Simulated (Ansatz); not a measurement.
`O=C[SiH]([SiH3])S` + H–F → `O=C[SiH](F)[SiH3]` + H₂S  (ligand exchange at the Si–S bond)

Calculated with Ansatz (gas phase, PBE0-D4/def2-TZVP geometries, no zero-point term in ΔE). CBS: MP2 limit from def2 TZ/QZ plus the TZ coupled-cluster correction, frozen cores. This one scheme is used for every species. DFT in def2-TZVPP. B3LYP here is the variant with VWN-RPA as its local correlation; programs differ in this. One conformer a species, not always the lowest.

```
             level  ΔE (kJ/mol)  difference from CCSD(T)/CBS
            PBE-D4        -43.7                         13.2
         r2SCAN-D4        -56.9                          0.0
           PBE0-D4        -46.9                         10.0
          B3LYP-D4        -63.5                         -6.6
           ωB97X-V        -65.4                         -8.5
           ωB97M-V        -63.1                         -6.2
            B2PLYP        -68.7                        -11.8
               PBE        -50.6                          6.3
            r2SCAN        -58.6                         -1.7
              PBE0        -52.9                          4.0
             B3LYP        -74.7                        -17.8
     HF/def2-TZVPP        -93.7                        -36.8
    MP2/def2-TZVPP        -53.7                          3.2
SCS-MP2/def2-TZVPP        -65.8                         -8.9
   CCSD/def2-TZVPP        -67.5                        -10.6
CCSD(T)/def2-TZVPP        -60.9                         -4.0
     HF/def2-QZVPP        -96.2                        -39.3
    MP2/def2-QZVPP        -52.3                          4.6
SCS-MP2/def2-QZVPP        -64.3                         -7.4
      HF/CBS(def2)        -96.6                        -39.7
     MP2/CBS(def2)        -49.7                          7.2
    CCSD/CBS(def2)        -63.6                         -6.7
       CCSD(T)/CBS        -56.9                            0
```

Largest T1 diagnostic among the species: 0.015.

In def2-TZVPP, CCSD(T) changes the Hartree–Fock value by +32.8 kJ/mol (the triples alone add +6.6 kJ/mol) and MP2 by +40.0 kJ/mol. The D4 term adds +11.2 kJ/mol with B3LYP and +6.1 kJ/mol with PBE0; it sums over pairs of atoms, weighted by their polarisabilities, and B3LYP, whose exchange is more repulsive, gets the larger term.

CCSD(T)/CBS has its own doubt, a few kJ/mol and more with outer-core shells, so smaller differences from it don't rank the levels.
